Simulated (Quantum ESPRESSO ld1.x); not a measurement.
All-electron atom: Ba0.4+ in [Kr] 4d10 5s(up 1, down 0.6) 5p6 6s2 (fractional occupations, a model configuration). All-electron calculation, scalar-relativistic Kohn-Sham, LDA (Slater exchange, Perdew-Zunger correlation), spin-polarised, spherical densities, point nucleus. Program: ld1.x of Quantum ESPRESSO 7.5. Some entries of the table are withheld. Estimate them.

| orbital | occ. | eigenvalue (eV) | r(max) (bohr) |
|---|---|---|---|
| 1s up | 1 | -37225.8 | 0.01644 |
| 1s down | 1 | -37225.7 | 0.01644 |
| 2s up | 1 | -5889.03 | 0.09296 |
| 2s down | 1 | -5889.01 | 0.09296 |
| 2p up | 3 | -5284.01 | 0.07464 |
| 2p down | 3 | -5283.99 | 0.07464 |
| 3s up | 1 | -1246.41 | 0.2666 |
| 3s down | 1 | -1246.38 | 0.2666 |
| 3p up | 3 | -1052.43 | 0.2608 |
| 3p down | 3 | -1052.40 | 0.2608 |
| 3d up | 5 | -769.922 | 0.2150 |
| 3d down | 5 | -769.892 | 0.2150 |
| 4s up | 1 | -248.018 | 0.6249 |
| 4s down | 1 | -247.954 | 0.6249 |
| 4p up | 3 | -185.370 | 0.6535 |
| 4p down | 3 | -185.297 | 0.6535 |
| 4d up | 5 | -94.3808 | 0.6952 |
| 4d down | 5 | -94.2805 | 0.6951 |
| 5s up | 1 | -38.0135 | 1.461 |
| 5s down | 0.6 | -37.7220 | 1.461 |
| 5p up | 3 | (1) | 1.655 |
| 5p down | 3 | (2) | 1.657 |
| 6s up | 1 | -5.5559 | 3.835 |
| 6s down | 1 | -5.5325 | 3.845 |

Answer. 
(1) 5p up eigenvalue (eV): -22.7376
(2) 5p down eigenvalue (eV): -22.4854
